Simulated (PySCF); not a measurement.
CH3Si (SMILES C[Si]), doublet, at a GFN2-xTB geometry. Base run: HF/STO-3G run with PySCF.

PySCF was given this input:
```python
from pyscf import gto, scf

mol = gto.M(
    atom='''
C    -1.13014189    0.00566523   -0.00711113
Si    0.81261806   -0.00407353    0.00511319
H    -1.52987408   -0.60088156   -0.82180865
H    -1.52612189    1.01530756   -0.13055784
H    -1.53980551   -0.39138794    0.92344859
''',
    basis='sto-3g',
    spin=1,
    verbose=4,
)

mf = scf.UHF(mol)
mf.kernel()
mf.analyze()
```

Variants of this job, named by their change:

```tsv
change	ΔE vs base (mEh)	fitting functions	dipole (D)
base	0.000	-	0.47
only_dfj = on; auxbasis = def2-universal-jfit	-1.626	133	0.46
auxbasis = cc-pvqz-jkfit	-0.058	407	0.47
auxbasis = def2-svp-ri	149.3	152	0.55
auxbasis = even-tempered beta=1.6	-0.558	205	0.45
auxbasis = def2-tzvp-ri	3.978	234	0.47
auxbasis = even-tempered beta=3.0	-6.182	93	0.43
auxbasis = cc-pvtz-ri	5.867	293	0.47
auxbasis = default (with mf = mf.density_fit())	-0.390	257	0.47
auxbasis = def2-universal-jfit	1842.7	133	0.74
```

A fitting set is made for a task (jfit for Coulomb, jkfit for Coulomb and exchange, ri for correlation) and for a family of orbital bases.

Open shells are given as the SCF converged; they aren't shown to be the lowest states, and a large step between rows can be another state.
